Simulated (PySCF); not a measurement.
# SMILES [C-]#[N+]c1ccc([Se]C)o1, C6H5NOSe

Molfile (atoms numbered from 1):
```
C6H5NOSe
     RDKit          3D

 14 14  0  0  0  0  0  0  0  0999 V2000
   -4.2004    0.4703    0.5144 C   0  0  0  0  0  0  0  0  0  0  0  0
   -3.0273    0.4443    0.3946 N   0  0  0  0  0  0  0  0  0  0  0  0
   -1.6842    0.4330    0.2601 C   0  0  0  0  0  0  0  0  0  0  0  0
   -0.7459    1.4255    0.2975 C   0  0  0  0  0  0  0  0  0  0  0  0
    0.5095    0.7829    0.0882 C   0  0  0  0  0  0  0  0  0  0  0  0
    0.2296   -0.5524   -0.0596 C   0  0  0  0  0  0  0  0  0  0  0  0
    1.2739   -2.0842   -0.3667 Se  0  0  0  0  0  2  0  0  0  0  0  0
    2.9775   -1.1644   -0.4138 C   0  0  0  0  0  0  0  0  0  0  0  0
   -1.0964   -0.7700    0.0437 O   0  0  0  0  0  0  0  0  0  0  0  0
   -0.9403    2.4830    0.4558 H   0  0  0  0  0  0  0  0  0  0  0  0
    1.4877    1.2542    0.0525 H   0  0  0  0  0  0  0  0  0  0  0  0
    3.1742   -0.6695    0.5464 H   0  0  0  0  0  0  0  0  0  0  0  0
    3.0015   -0.4397   -1.2383 H   0  0  0  0  0  0  0  0  0  0  0  0
    3.7377   -1.9374   -0.5868 H   0  0  0  0  0  0  0  0  0  0  0  0
  1  2  3  0
  2  3  1  0
  3  4  2  0
  4  5  1  0
  5  6  2  0
  6  7  1  0
  7  8  1  0
  6  9  1  0
  9  3  1  0
  4 10  1  0
  5 11  1  0
  8 12  1  0
  8 13  1  0
  8 14  1  0
M  CHG  2   1  -1   2   1
M  END
```

Method: TDDFT CAM-B3LYP/aug-cc-pVDZ excited states, vertical, gas phase in PySCF. Geometry: PBE0-D3(BJ)/def2-SVP.

The calculation is non-relativistic, which matters for the atoms heavier than Zn.

(1) How strongly do the lowest singlets absorb one photon, and two photons of half the energy?

Answers

(1) δ for parallel linear polarisation; σ at the peak of a Lorentzian of half width 0.1 eV, single beam; Ω is circular over linear.
```csv
state,E (eV),f,photon λ (nm),δ (au),σ (GM),Ω,main
S1,4.48,0.000,554,11.7,0.09,1.50,"HOMO→LUMO+1 0.47, HOMO→LUMO+2 0.12"
S2,4.72,0.453,526,1140,9.28,0.74,HOMO→LUMO 0.95
S3,5.19,0.006,478,49.1,0.48,1.50,"HOMO→LUMO+2 0.37, HOMO→LUMO+1 0.24"
S4,5.46,0.001,454,6.12,0.07,1.50,"HOMO→LUMO+6 0.26, HOMO→LUMO+5 0.24"
S5,5.64,0.018,439,95.9,1.12,1.50,"HOMO→LUMO+3 0.43, HOMO→LUMO+5 0.16"
S6,5.92,0.094,419,525,6.74,0.70,"HOMO→LUMO+4 0.69, HOMO→LUMO+9 0.16"
```

Among these, the strongest one-photon state is S2, the strongest two-photon state S2, with a dipole change of 5.2 D (relaxed, norm of the difference vector).
